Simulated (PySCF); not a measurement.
**Two-component Hartree-Fock for Cu¹³⁺ (copper, charge +13)**

Start: [Ne] 3s2 3p4; 3p1/2 filled at m_j = -1/2, +1/2; 3p3/2 filled at m_j = +1/2, +3/2. Calculated with PySCF 2.14 in an even-tempered Gaussian basis (20 s from 1 bohr⁻², ratio 2.4; 13 p from 1.3 bohr⁻², ratio 2.4; 5 d from 6.8 bohr⁻², ratio 2.6; 4 f from 10 bohr⁻², ratio 2.6): generalised Hartree-Fock with the X2C-1e Hamiltonian and a Gaussian nucleus; one run each with spin-orbit coupling (SO) switched off, then screened by Boettger's factors.

```
spinor shell  electrons  ε, spin-free (eV)  ε, screened SO (eV)  weight of nominal j (screened SO)  rms radius, screened SO (bohr)
       1s1/2          2            -9471.0              -9470.6                              1.000                          0.0601
       2s1/2          2            -1554.0              -1553.8                              1.000                           0.252
       2p1/2          2            -1394.8              -1410.0                              0.995                           0.224
       3s1/2          2            -488.19              -488.12                              1.000                           0.661
       3p3/2          2            -440.42              -441.86                              0.763                           0.663
       3p1/2          2            -440.42              -439.63                              0.708                           0.662
```

Q: Where does 2p3/2 lie, and what is the 2p spin-orbit splitting (screened SO)?

A: At -1387.1 eV, 22.965 eV above 2p1/2.

```tsv
quantity	spin-free	screened SO
E (hartree)	-1577.53538	-1577.64345
M_J	2	2
⟨J²⟩	6.002	6.005
⟨L²⟩	2.002	2.304
⟨S²⟩	2.001	1.851
```

Each row is a mean over spinors that exchange with the open shell spreads, by up to 16.258 eV (3s1/2).

Rows whose weight is well below 1 are mixtures of j = l ± 1/2: exchange outweighs spin-orbit coupling there, and the label is only the starting occupation.

Without spin-orbit coupling the j labels of p, d and f shells carry no meaning; the spin-free column gives the mean over the occupied spinors of each nl shell.
